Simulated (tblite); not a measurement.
Run record: tight-binding relaxation, `C(=CCS([O-])(=O)=O)=O`.

Computed with GFN2-xTB geometry optimisation, gas phase (tblite 0.8.0). Start geometry: from a force field or distance geometry. The command runs a driver script over a list of jobs; the input below is this job's line of settings and its coordinates in Å.

Command:
```bash
OMP_NUM_THREADS=1 python probes_run.py task.json out
```

Input:
```
{"job": {"kind": "relax", "xc": "GFN2-xTB", "basis": "xTB"}, "charge": -1, "multiplicity": 1}
O      3.330300    -0.851700    -0.050700
C      2.245600    -0.360100    -0.025200
C      1.082500     0.172700     0.011800
C     -0.080300    -0.285400    -0.834400
S     -1.618000     0.309900    -0.132100
O     -1.472400     1.764700    -0.198900
O     -2.620200    -0.233600    -1.052300
O     -1.629900    -0.246100     1.213900
H      0.917400     1.026400     0.661400
H     -0.007100     0.093100    -1.842100
H     -0.142700    -1.387300    -0.852900
```

Question: What does the run print?

Answer: 
```
step      E/eV     max force
  0    -753.02325    1.629
  1    -753.01563    4.047
  2    -753.07409    0.413
  3    -753.08232    0.294
  4    -753.09121    0.251
  5    -753.09703    0.218
  6    -753.10100    0.167
  7    -753.10426    0.133
  8    -753.10646    0.112
  9    -753.10803    0.125
... (46 lines left out)
 56    -753.15401    0.089
 57    -753.15449    0.064
 58    -753.15474    0.041
 59    -753.15482    0.025
 60    -753.15486    0.021
 61    -753.15490    0.019
 62    -753.15494    0.024
 63    -753.15499    0.022
 64    -753.15501    0.012
 65    -753.15503    0.008
```

«max force» is the largest atomic force in eV/Å.

Question: From which step on does the largest force stay under 0.1 eV/Å, and how much energy is left to gain from there?

Answer: From step 48 (0.058 eV/Å), 4.7 meV above the end.

Summary of the converged run: energy lowered by 3.0 kcal/mol over 65 steps; largest atomic force 0.008 eV/Å at the end.

Question: Give the final coordinates.

Answer: 0.293 Å rms from the input after alignment:
```
atom  x, y, z in Å
O1     3.2300   -0.8168    0.3680
C2     2.1886   -0.3311    0.1058
C3     1.0850    0.2371   -0.2241
C4    -0.0593   -0.3630   -0.9552
S5    -1.5419    0.2713   -0.0428
O6    -1.2552    1.6968    0.1295
O7    -2.6633   -0.0028   -0.9362
O8    -1.5713   -0.4801    1.2046
H9     0.8264    1.2170    0.1637
H10   -0.1575    0.0215   -1.9679
H11   -0.0761   -1.4473   -0.9467
```

Hardware: an Arm Neoverse V1 with one thread, on a shared host. Cost: 0.36 s.
Labels such as C1 count atoms from 1, the log's own numbers from 0.
